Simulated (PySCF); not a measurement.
C₄H₃NOS, SMILES O=Cc1nccs1, point group Cs.

Level: PBE0/pcSseg-1 in PySCF (density fitting, grid level 2); geometry and Hessian at that level, cubic constants and property derivatives from steps of ±0.6 along each species' dimensionless normal coordinates, second-order vibrational perturbation theory. The parent has the commonest isotopes.

Equilibrium geometry (Å):

| atom | x | y | z |
| --- | --- | --- | --- |
| O1 | 2.7746 | -1.0418 | 0.3906 |
| C2 | 2.1249 | -0.1438 | -0.0837 |
| C3 | 0.6596 | -0.0737 | -0.0143 |
| N4 | -0.0319 | 0.9035 | -0.5318 |
| C5 | -1.3581 | 0.7143 | -0.3218 |
| C6 | -1.6858 | -0.4233 | 0.3658 |
| S7 | -0.2796 | -1.3052 | 0.7739 |
| H8 | 2.5773 | 0.7164 | -0.6189 |
| H9 | -2.0714 | 1.4433 | -0.6929 |
| H10 | -2.6740 | -0.7712 | 0.6429 |

Give the equilibrium and ground-state rotational constants (MHz) of parent; ³³S at 7.


| species | Ae | Be | Ce | A0 | B0 | C0 | Δ0 (u Å²) | harmonic ZPE (cm⁻¹) |
| --- | --- | --- | --- | --- | --- | --- | --- | --- |
| parent | 5127.3 | 1967.3 | 1421.8 | 5098.7 | 1956.3 | 1413.6 | 0.051 | 14322 |
| ³³S at 7 | 5059.1 | 1966.3 | 1416 | 5030.9 | 1955.3 | 1407.9 | 0.052 | 14316 |

Δ0 = Ic − Ia − Ib from the ground-state constants.

How is the parent's vibrational correction B0 − Be made up?


```tsv
axis	harmonic	Coriolis	cubic	total (MHz)
a	5.25	-5.43	-28.4	-28.6
b	1.57	-0.891	-11.7	-11
c	0.394	-0.255	-8.29	-8.15
```

And its quartic centrifugal distortion constants from the harmonic force field?

Asymmetric top, A reduction, Ir representation: ΔJ = 0.164 kHz, ΔJK = 0.811 kHz, ΔK = 0.232 kHz, δJ = 0.0452 kHz, δK = 0.684 kHz.

Which nuclear quadrupole couplings χaa, χbb, χcc (MHz) does the parent show, at equilibrium and averaged?

14N at 4: 1.2, -4.5, 3.3 and 1.2, -4.4, 3.2.

A mode lies under 250 cm⁻¹, where this perturbation treatment is rough. Internal rotors are held in one well.
